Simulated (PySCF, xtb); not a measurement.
Acid–base and redox partners of N=C=O. Isolated molecules, 0 K electronic values unless said otherwise. One relaxed conformer stands for each flexible species; it need not be the lowest. Strings in code marks are SMILES.

Quantity: proton affinity at 298 K, in kcal/mol. Thermal and zero-point terms are GFN2-xTB rigid-rotor harmonic values (xtb).

Level 1: M06-2X/def2-TZVP (PySCF)
Level 2: PBE-D3(BJ)/def2-TZVP // M06-2X/def2-TZVP (PySCF)
Level 3: B3LYP/6-311+G** // M06-2X/def2-TZVP (PySCF)
Level 4: HF/STO-3G // M06-2X/def2-TZVP (PySCF)

```json
[
 {"species": "proton added at N1: `[NH2+]=C=O`", "level 2": "172.0", "level 3": "172.4", "level 4": "232.9"},
 {"species": "proton added at O3: `C(=[OH+])=N` (not the most basic site)", "level 2": "155.2", "level 3": "155.7", "level 4": "214.6"}
]
```

Question: What does level 1 give for each?

Answer: 
- proton added at N1: `[NH2+]=C=O`: 171.8
- proton added at O3: `C(=[OH+])=N` (not the most basic site): 157.7
